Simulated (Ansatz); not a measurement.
Start from `[SiH3][O][ZnH]` and change one atom or group to get `[SiH3][O][Zn][Cl]`.

Ansatz, PBE0-D4/def2-TZVP geometries, multiplicity 1. Each molecule was computed in one conformer, which needn't be the lowest.

Scalar relativity is left out up to krypton.

| property | `[SiH3][O][ZnH]` |
| --- | --- |
| HOMO energy (ωB97M-V/def2-TZVPP) / eV | -10.53 |
| size of the dipole moment (ωB97M-V/def2-TZVPP) / D | 1.75 |
| HOMO–LUMO gap (ωB97M-V/def2-TZVPP) / eV | 11.39 |
| ideal-gas entropy at 298 K and 1 bar (rigid rotor, harmonic PBE0-D4/def2-TZVP) / J/(mol·K) | 331 |
| size of the dipole moment (B3LYP/def2-TZVPP) / D | 1.73 |
| LUMO energy (ωB97M-V/def2-TZVPP) / eV | 0.87 |

(1) Give the same properties after the change, and the shifts. (Estimate.)

Answers

(1) Ansatz gave: 
| property | `[SiH3][O][Zn][Cl]` | shift |
| --- | --- | --- |
| HOMO energy (ωB97M-V/def2-TZVPP) / eV | -10.83 | -0.30 |
| size of the dipole moment (ωB97M-V/def2-TZVPP) / D | 0.10 | -1.65 |
| HOMO–LUMO gap (ωB97M-V/def2-TZVPP) / eV | 10.99 | -0.40 |
| ideal-gas entropy at 298 K and 1 bar (rigid rotor, harmonic PBE0-D4/def2-TZVP) / J/(mol·K) | 363 | 32 |
| size of the dipole moment (B3LYP/def2-TZVPP) / D | 0.12 | -1.61 |
| LUMO energy (ωB97M-V/def2-TZVPP) / eV | 0.16 | -0.71 |

With PBE0 the HOMO falls by 0.32 eV and the LUMO falls by 1.04 eV, so the gap narrows by about 0.72 eV. PBE moves the HOMO by -0.29 eV and ωB97M-V by -0.30 eV. Dipoles are sizes alone; their direction can turn. Modes under 60 cm⁻¹, often nearly free rotors, make the harmonic entropy too high.

B3LYP here is the variant with VWN-RPA as its local correlation; programs differ in this.
